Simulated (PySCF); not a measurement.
All values below come from PySCF with PBE-D3(BJ)/def2-TZVP. All species are isolated molecules in the gas phase. One relaxed conformer stands for a flexible species; it need not be the lowest. Excitations are Tamm–Dancoff values on a coarser integration grid. The basis has no diffuse functions, so Rydberg states are missing or too high.

Reference species (SMILES): `[SH][Ge]([F])([F])[F]` (neutral, multiplicity 1).

```
Property               Value
-------------------  -------
T1 excitation (TDA)  4.47 eV
HOMO–LUMO gap        4.74 eV
```

Changed species: `[F][Ge]([F])([SH])[SH]` (S–Ge–S–H torsion -148°, S–Ge–S–H torsion -148°) (2 of 4 F replaced by SH; the reference has 1 of 4 F replaced by SH).

Task: Predict the effect on the T1 excitation (TDA) and HOMO–LUMO gap.

Result: the T1 excitation (TDA) falls by 0.12 eV, to 4.35 eV; the HOMO–LUMO gap decreases by 0.18 eV, to 4.56 eV.
